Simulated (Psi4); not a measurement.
Br$_{3}$Sn (SMILES [Br][Sn]([Br])[Br]), doublet, at a GFN2-xTB geometry (such geometries of metal compounds can be far from the true shape) (the spin is typed, not shown lowest) (all electrons, no relativity).

Psi4 was given this input:
```
memory 2 GB

molecule {
0 2
  Sn   -0.30559618    0.27078947    0.55707516
  Br   -1.69678763   -1.64465708   -0.53914098
  Br    0.10094843    2.02068988   -1.33464601
  Br    2.03240517   -0.76287491    1.07796533
}

set basis sto-3g
set reference uks
set scf_type pk
set puream true
set d_convergence 1e-8
set dft_radial_points 99
set dft_spherical_points 590

energy('pbe')
print_variables()
```

Task: What does this run give for the nuclear repulsion energy, dipole moment, total energy, number of basis functions, <S^2>?

Result: 
| Property | Value |
|---|---|
| nuclear repulsion energy | 1532.4761 Eh |
| dipole moment | 1.84 D |
| total energy | -13601.5397 Eh |
| number of basis functions | 81 |
| <S^2> | 0.752 |

These values belong to the state on which the SCF converged, which isn't shown to be the lowest.

Task: Roughly what does it cost on one core?

Result: around 12 core-seconds (rough).
